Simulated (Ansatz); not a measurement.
Ansatz (an electronic-structure program) input (r2SCAN0/def2-TZVPD):

Ansatz 0.2 input:
```yaml
crystal:
  periodic: [false, false, false]
  atoms:
    - {symbol: C, position_ang: [-2.84996104, 0.19299510, -0.15556279]}
    - {symbol: C, position_ang: [-2.31202533, -1.06390215, -0.06931098]}
    - {symbol: C, position_ang: [-0.91887456, -1.15432212, 0.00655019]}
    - {symbol: C, position_ang: [-0.16285823, 0.01102852, -0.00888948]}
    - {symbol: C, position_ang: [-0.74920217, 1.26728178, -0.09760079]}
    - {symbol: C, position_ang: [-2.14180592, 1.36550895, -0.17379775]}
    - {symbol: Br, position_ang: [1.74054738, -0.11786727, 0.09500635]}
    - {symbol: H, position_ang: [-2.91982747, -1.95938570, -0.05882816]}
    - {symbol: H, position_ang: [-0.43582816, -2.11906415, 0.07636111]}
    - {symbol: H, position_ang: [-0.13616497, 2.15779867, -0.10758288]}
    - {symbol: H, position_ang: [-2.61897400, 2.33446506, -0.24350278]}
basis:
  gaussian:
    orbitals: def2-TZVPD
hamiltonian:
  xc: {name: r2SCAN0}
magnetization: {spin_polarized: true, initial_magnetization: 1}
output: {forces: true}
```

Output:

```
Functional definition: r2SCAN0
integrals: 0.37 GiB planned
1720 factors; their error is unknown
0.49 GiB of the device are held for the grids
2.34 GiB of device memory are held for the factors and their scratch space
mean field: 3.05 GiB planned
mean field evaluation 1: about -76306.1420 eV, gradient 5.6e1 eV
mean field evaluation 2: about -76056.8284 eV, gradient 1.7e2 eV
mean field evaluation 4: about -76325.8261 eV, gradient 2.2e1 eV
mean field evaluation 8: about -76328.2865 eV, gradient 2.6e-1 eV
mean field evaluation 16: about -76328.6041 eV, gradient 2.4e-2 eV
mean field evaluation 32: about -76328.6041 eV, gradient 1.2e-5 eV
mean field -76328.60407721 eV, -2805.0244624515 hartree, gradient 1.2e-5 eV, S^2 0.771619; 4 other end points of the search recorded, 0 dependent functions left out
the calculation of the forces begins
reference -76328.60409383 eV, -2805.0244630621 hartree; 38, 37 occupied and 277, 278 virtual orbitals, 1720 factors
Total energy: -76328.60409383 eV, -2805.0244630621 hartree
Atom 0 at    -2.849961     0.192995    -0.155563 Å, force     0.229942    -0.015571     0.012551 eV/Å
Atom 1 at    -2.312025    -1.063902    -0.069311 Å, force     0.200636     0.123089     0.004581 eV/Å
Atom 2 at    -0.918875    -1.154322     0.006550 Å, force    -0.089966     0.166830    -0.012403 eV/Å
Atom 3 at    -0.162858     0.011029    -0.008889 Å, force     0.025185    -0.001706     0.001375 eV/Å
Atom 4 at    -0.749202     1.267282    -0.097601 Å, force    -0.112384    -0.153127     0.001358 eV/Å
Atom 5 at    -2.141806     1.365509    -0.173798 Å, force     0.181574    -0.148972     0.016282 eV/Å
Atom 6 at     1.740547    -0.117867     0.095006 Å, force    -0.468046     0.031695    -0.025548 eV/Å
Atom 7 at    -2.919827    -1.959386    -0.058828 Å, force     0.061738     0.099586    -0.001467 eV/Å
Atom 8 at    -0.435828    -2.119064     0.076361 Å, force    -0.031518     0.094687    -0.006035 eV/Å
Atom 9 at    -0.136165     2.157799    -0.107583 Å, force    -0.044427    -0.089545     0.001889 eV/Å
Atom 10 at    -2.618974     2.334465    -0.243503 Å, force     0.047266    -0.106968     0.007417 eV/Å
Dipole moment:    -0.218649     0.014807    -0.011935 e Å
```

It need not be the lowest isomer of its formula.
